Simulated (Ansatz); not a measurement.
Geometry optimisation, Ansatz, UKS PBE0-D4/STO-3G.

input.yaml

```yaml
crystal:
  periodic: [false, false, false]
  atoms:
    - { symbol: B, position_ang: [0.1211, -2.8008, 0.2065] }
    - { symbol: "N", position_ang: [0.3609, -1.3571, 0.7198] }
    - { symbol: P, position_ang: [-0.4958, -0.1583, -0.3596] }
    - { symbol: O, position_ang: [0.8747, -0.128, -1.5514] }
    - { symbol: "N", position_ang: [0.1577, 1.2678, 0.5296] }
    - { symbol: Al, position_ang: [-0.5586, 2.8389, -0.32] }
    - { symbol: H, position_ang: [-0.5198, -2.9305, -0.7944] }
    - { symbol: H, position_ang: [0.5329, -3.6776, 0.7678] }
    - { symbol: H, position_ang: [-0.0848, -1.2745, 1.7019] }
    - { symbol: H, position_ang: [1.658, -0.033, -1.0342] }
    - { symbol: H, position_ang: [-0.2841, 1.2544, 1.5202] }
    - { symbol: H, position_ang: [0.4457, 3.9492, -0.8755] }
    - { symbol: H, position_ang: [-2.1874, 3.0145, -0.4958] }
magnetization:
  spin_polarized: true
basis:
  gaussian: { orbitals: STO-3G }
hamiltonian:
  xc: pbe0
  dispersion: d4
relax:
  f_tol: 0.02
  max_steps: 40
output:
  orbitals: {}
```

Run as:

```bash
$ ansatz run input.yaml --threads 1 --pin off --max-ram 2048MiB --backend cpu --events-out ev --progress --plain --runs-dir out
```

Problem. Where does it end, and by what steps?

Solution. The forces met the threshold. Limits of this set-up: minimal basis. After 39 steps the energy has fallen by 2.847 eV; H11 moved furthest, 2.47 Å.

```tsv
step	energy less start (eV)	largest force component (eV/Å)	accepted
0	0.0000	6.172	yes
2	-1.7638	2.782	yes
4	-2.1543	0.429	yes
6	-2.2914	0.613	yes
8	-2.4707	1.928	yes
10	-2.6688	0.311	yes
12	-2.7290	0.486	yes
14	-2.7419	0.146	yes
16	-2.7457	0.061	yes
18	-2.7479	0.039	yes
20	-2.7526	0.169	yes
22	-2.7459	0.698	no
24	-2.7799	0.082	yes
26	-2.8029	0.219	yes
28	-2.8214	0.205	yes
30	-2.8278	0.332	no
32	-2.8429	0.110	yes
34	-2.7209	1.643	no
36	-2.8468	0.043	yes
38	-2.8470	0.041	yes
39	-2.8473	0.020	yes
```

```xyz
13
Properties=species:S:1:pos:R:3
B 0.535 -2.472 0.505
N 0.168 -1.149 0.362
P -0.947 -0.488 -0.879
O 0.257 -0.014 -2.015
N -1.216 1.044 -0.089
Al -0.110 2.323 0.349
H 0.101 -3.267 -0.237
H 1.275 -2.778 1.359
H 0.536 -0.439 1.032
H 1.004 0.383 -1.440
H -2.234 1.217 0.009
H 1.344 2.017 0.170
H -0.691 3.589 0.889
```

Whether the end is a true minimum wasn't checked by a vibrational analysis.

The run took 4.8 min on 1 thread of Intel(R) Xeon(R) Platinum 8259CL CPU @ 2.50GHz (Skylake/Cascade Lake), on a shared host, peak memory 0.24 GiB.
